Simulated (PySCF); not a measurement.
C₆H₁₁F₃N (charge +1).
Atom-mapped SMILES: `[CH3:1][CH2:2][C@@H:3]1[CH2:4][NH2+:5][C@@H:6]1[C:7]([F:8])([F:9])[F:10]`

NICS is the negative of the GIAO shielding at a point without a nucleus: at the ring centre (0) and 1 Å above and below it (1); zz is the component along the ring normal. Level: GIAO PBE0/pcSseg-1 (PySCF, non-relativistic, gas phase) on the GFN2-xTB geometry, one conformer.

Ring bond lengths (Å), with Mayer bond orders in brackets: C3–C4 1.542 (0.98), C4–N5 1.500 (0.86), N5–C6 1.496 (0.86), C6–C3 1.552 (0.94).

Q: Give the NICS values of each ring in ppm.

A: 
| ring | type | NICS(0) | NICS(1), two faces | NICS(1)zz, two faces | rms pucker (Å) | centre to ring atoms, mean (Å) |
| --- | --- | --- | --- | --- | --- | --- |
| C3–C4–N5–C6 | 4-membered ring with N; formal bonds all single | -1.4 | -0.3 / -0.1 | 1.8 / 2.8 | 0.05 | 1.08 |

Q: What can be read from them?

A: 
- C3–C4–N5–C6: mean NICS(1)zz 2.3 ppm, near zero. C3, C4, N5, C6 have four or more neighbours; no verdict on aromaticity is drawn.

Q: List the ring angles and the Hirshfeld charges of the ring atoms.

A: 
- C3–C4–N5–C6: C3 87.1° (-0.012 e), C4 90.7° (+0.026 e), N5 90.8° (+0.039 e), C6 90.4° (+0.033 e); sum 358.9° against 360° for a flat convex ring.

Q: What are the shieldings of the ring atoms and their hydrogens in the same run (means over atoms taken as equivalent)?

A: 
```csv
atoms,environment,σ isotropic (ppm),"principal values of the symmetric part, first atom (ppm)"
C3,four-membered-ring carbon,147.9,"124.9, 154.3, 164.5"
C4,sp3 carbon bound to nitrogen,128.3,"95.1, 122.1, 167.6"
N5,ammonium nitrogen,211.0,"196.0, 211.0, 226.0"
C6,sp3 carbon bound to nitrogen,117.6,"92.5, 119.5, 141.0"
H on C3,methine hydrogen,28.28,"24.5, 28.1, 32.3"
H on C4,methylene hydrogen,27.16,"23.6, 26.7, 31.1"
H on C4,methylene hydrogen,26.94,"22.8, 25.6, 32.5"
H on N5,N–H hydrogen,26.35,"20.7, 21.7, 36.7"
H on N5,N–H hydrogen,26.41,"20.5, 24.0, 34.7"
H on C6,methine hydrogen,26.82,"23.8, 26.1, 30.6"
```

The run took 34 s of wall time on one thread of an x86-64 server, no GPU, shared host. This is the whole shielding run at PBE0/pcSseg-1, SCF included.

The values belong to the conformer `[CH3:1][CH2:2][C@@H:3]1[CH2:4][NH2+:5][C@@H:6]1[C:7]([F:8])([F:9])[F:10]`: C1–C2–C3–C4 -73°, N5–C6–C7–F8 -44°.
